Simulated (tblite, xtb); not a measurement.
C$_{3}$H$_{7}$O, doublet, at a GFN2-xTB geometry. Base run: xtb with GFN1-xTB.

Input for xtb:
```
$ xtb mol.xyz --gfn 1 --uhf 1 --json

# file mol.xyz
11

O     -0.05892672     1.35633054    -0.11322781
C     -0.02863471     0.02565496     0.35439911
H      0.82063304     1.73921461    -0.02733603
H      0.14012484     0.02515463     1.45324908
C     -1.32028118    -0.61414156     0.06029069
C      1.14796001    -0.75883329    -0.27258888
H      1.05098018    -0.75215105    -1.35533659
H     -2.03739428    -0.10086714    -0.54501858
H      2.09748678    -0.30189391     0.00291482
H     -1.53264840    -1.58991250     0.44633478
H      1.13796680    -1.78626957     0.07840942
```

Programs used: tblite, xtb; a row that names a program was run with it.

Variants of this job, named by their change:

```
change                                                    ΔE vs base (kJ/mol)  dipole (D)  G_solv (kcal/mol)  SCF cycles
--------------------------------------------------------  -------------------  ----------  -----------------  ----------
base                                                                     0.00        2.72                  -           9
alpb = thf                                                              -28.4        2.94              -7.16           9
acc = 0.1                                                                0.00        2.72                  -          10
program = tblite; method = gfn1                                          0.00           -                  -           -
program = tblite; method = gfn1; option = (--guess, eeq)                 0.00           -                  -           -
file = coord                                                             0.00        2.72                  -           9
alpb = methanol                                                         -26.9        3.00              -6.90           9
program = tblite; method = gfn1; option = --grad                         0.00           -                  -           -
```

ALPB and GBSA are two models with their own fitted parameters for each solvent, which aren't always the measured dielectric constant.
